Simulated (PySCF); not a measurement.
# C²⁺ (carbon, charge +2): PBE0 calculation

Configuration: [He] 2s2, closed-shell 1S. Computed with PySCF 2.14 in def2-SVP (3s2p1d, 14 functions), with no relativity, point nucleus.

| Property | Result |
| --- | --- |
| Total energy | -36.4169 hartree |
| One-electron energy | -44.0201 hartree |
| Hartree (Coulomb) energy | 11.9625 hartree |
| Exchange-correlation energy | -4.3593 hartree |
| Kinetic energy | 36.28220 hartree |
| ⟨S²⟩ | 0.0000 |
| ⟨L²⟩ | 0.000 |
| Sum of ⟨r⟩ | 3.312 bohr |
| Sum of ⟨r²⟩ | 4.696 bohr² |
| Density at the nucleus (Gaussians lack the cusp) | 117 bohr⁻³ |
| Langevin diamagnetic susceptibility | -3.72 ×10⁻⁶ cm³/mol |
| Time after the integrals | 0.06 s of wall time on 1 thread of Intel(R) Xeon(R) Platinum 8259CL CPU @ 2.50GHz (shared host) |

```csv
shell,electrons,mean orbital energy (hartree),"rms radius, mean of both spins (bohr)"
1s,2,-11.68675,0.313
2s,2,-1.53495,1.50
```
